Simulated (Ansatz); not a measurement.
`O=[CH][GaH][SiH3]`, relaxed with RKS PBE0-D4/def2-TZVP in the Gaussian-basis code of Ansatz from a GFN2-xTB geometry. The force threshold is 0.005 eV/Å; the program also tests the step.

The species carries charge 0 and has multiplicity 1.

Start:

```xyz
9

O     0.726    1.738   -0.701
C     0.896    1.845    0.541
Ga    0.917   -0.145    0.222
Si   -1.145   -1.295   -0.189
H     0.957    2.894    0.900
H     2.478   -0.437    0.030
H    -1.339   -1.606   -1.616
H    -2.259   -0.433    0.251
H    -1.230   -2.561    0.561
```

**Question.** By how much does the energy fall, and how many steps does the optimiser take? (Best estimate.)

**Answer.** Computed: 26.77 kJ/mol, in 46 steps, 9 of them rejected.

**Question.** Which bonds change most? (An estimate is asked.)

**Answer.** The calculation gave: O1–C2 from 1.258 to 1.210 Å; Ga3–H6 from 1.599 to 1.571 Å; Si4–H9 from 1.473 to 1.491 Å; Si4–H7 from 1.473 to 1.488 Å.

**Question.** Give the relaxed structure. (An estimate is asked.)

**Answer.** Computed: 
```xyz
9

O     0.718    2.497   -0.649
C     0.886    1.891    0.385
Ga    0.939   -0.094    0.040
Si   -1.133   -1.303   -0.187
H     0.987    2.460    1.339
H     2.346   -0.709   -0.294
H    -1.146   -2.168   -1.398
H    -2.306   -0.389   -0.240
H    -1.292   -2.186    1.004
```
